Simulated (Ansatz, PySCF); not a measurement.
Species: diantimony, Sb$_{2}$, net charge 0, singlet state. 
Coordinates optimised at B3LYP-D3(BJ)/def2-TZVP (Ansatz, a program for electronic structure):
SMILES: [Sb]#[Sb]
```xyz
2

Sb     0.0000     0.0000    -1.2440
Sb     0.0000     0.0000     1.2440
```

Wanted: vertical ionisation energy (to the doublet state of charge +1; each state is the SCF solution reached for its spin; the UHF <S^2> is 1.34 for the doublet (pure: 0.75); for the doublet T1 is 0.093; for the singlet the Hartree-Fock reference is unstable and T1 is 0.019), in eV. Valence correlation only, unless marked. Open shells are spin-unrestricted. No spin-orbit coupling. The frozen core is the preceding noble-gas configuration, with the filled d and f shells of earlier blocks. Past Kr the def2 sets carry scalar-relativistic core potentials. CBS marks a two-point X^-3 extrapolation of the correlation energy; Hartree-Fock from the larger set.

| level | program | vertical ionisation energy (eV) | minus last row |
|---|---|---|---|
| SVWN5/def2-TZVPD | Ansatz | 8.82 | -0.02 |
| BHLYP/def2-TZVPD | Ansatz | 8.37 | -0.47 |
| CAM-B3LYP/def2-TZVPD | Ansatz | 8.48 | -0.36 |
| wB97X-V/def2-TZVPD | Ansatz | 8.42 | -0.42 |
| CCSD/def2-SVPD | Ansatz | 8.47 | -0.37 |
| CCSD/def2-QZVPPD | Ansatz | 8.62 | -0.22 |
| CCSD(T)/def2-SVPD | Ansatz | 8.60 | -0.24 |
| CCSD(T)/def2-TZVPPD | Ansatz | 8.72 | -0.12 |
| CCSD(T)/def2-QZVPPD | Ansatz | 8.78 | -0.06 |
| CCSD(T)/CBS(def2-TZVPPD,def2-QZVPPD) | Ansatz | 8.84 | 0.00 |

For comparison, minus the highest occupied orbital energy (PySCF): 5.70 eV at M06-L/def2-TZVPD, 6.03 eV at r2SCAN/def2-TZVPD, 7.06 eV at MN15/def2-TZVPD.
